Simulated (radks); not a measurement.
Problem. The niobium ion Nb3+, 38 electrons, occupied as [Kr] 4d1.5 5s0.5 (fractional occupations, a model configuration). All-electron calculation, Dirac Kohn-Sham, PBEsol, spin-unpolarised, spherical densities, finite nucleus; open shells fill j = l - 1/2 first; Fermi nuclear charge, rms radius 4.324 fm. Program: a radial shooting solver on a logarithmic mesh with Libxc functionals. Some entries of the table are withheld. Estimate them.

orbital,occ.,eigenvalue (eV),<r> (bohr)
1s1/2,2,-18820.84,0.03611
2s1/2,2,-2661.512,0.1578
2p1/2,2,-2445.762,0.1346
2p3/2,4,-2350.086,0.1391
3s1/2,2,(1),(2)
3p1/2,2,-390.6357,0.4387
3p3/2,4,-375.1215,0.4492
3d3/2,4,(3),0.4308
3d5/2,6,(4),0.4343
4s1/2,2,-90.8830,1.143
4p1/2,2,-68.0084,1.247
4p3/2,4,-65.7775,1.275
4d3/2,1.5,-32.2565,1.676
4d5/2,0,-32.0118,1.687
5s1/2,0.5,-26.3058,(5)

Solution. 
(1) 3s1/2 eigenvalue (eV): -471.8439
(2) 3s1/2 <r> (bohr): 0.4433
(3) 3d3/2 eigenvalue (eV): -231.6190
(4) 3d5/2 eigenvalue (eV): -228.7280
(5) 5s1/2 <r> (bohr): 2.767
